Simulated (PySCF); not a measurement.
B2ORh, SMILES [B][Rh-][B][O] (connectivity only; charge and spin as stated), charge -1, multiplicity 1.

Geometry optimised at B3LYP-D3(BJ)/def2-SVPD. The multiplicity is an assumed one; other spin states were not compared. The def2 effective core potentials stand for the cores of Rh; spin–orbit coupling is left out. Other conformers were not sampled.

Computed with PBE/def2-TZVPD (PySCF).

Isolated molecule, no solvent. A positive occupied level means that this level leaves the electron formally unbound; only the finite basis holds it.

**Question.** Estimate the frontier levels, gap, dipole moment and polarisability. (The exact figures need the calculation; the answer reports its results.)

**Answer.** 
The highest occupied level is 0.22 eV and the lowest empty level is 1.34 eV. The orbital gap is 1.12 eV and the dipole moment about the centre of nuclear charge is 5.47 D. The mean static polarisability is 111.4 bohr³ (16.51 Å³) and the polarisability, principal values is 89.8, 100.9, 143.6 bohr³.
